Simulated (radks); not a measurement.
The numbers below are computed, except where a source is named.
Question: F2+, configuration 2s2 2p3 3p2 (not the ground configuration). Level of theory: non-relativistic Kohn-Sham, BLYP, spin-polarised, spherical densities, point nucleus; open shells are filled with parallel spins first (a radial shooting solver on a logarithmic mesh with Libxc functionals). Some entries of the table are withheld. Estimate them.

orbital,occ.,eigenvalue (Ry),<1/r> (bohr^-1)
2s up,1,(1),(2)
2s down,1,(3),(4)
2p up,3,-7.11754,1.951
2p down,0,-6.25520,1.855
3p up,2,-1.53134,(5)

Answer: 
(1) 2s up eigenvalue (Ry): -8.00118
(2) 2s up <1/r> (bohr^-1): 1.940
(3) 2s down eigenvalue (Ry): -7.41844
(4) 2s down <1/r> (bohr^-1): 1.868
(5) 3p up <1/r> (bohr^-1): 0.5677
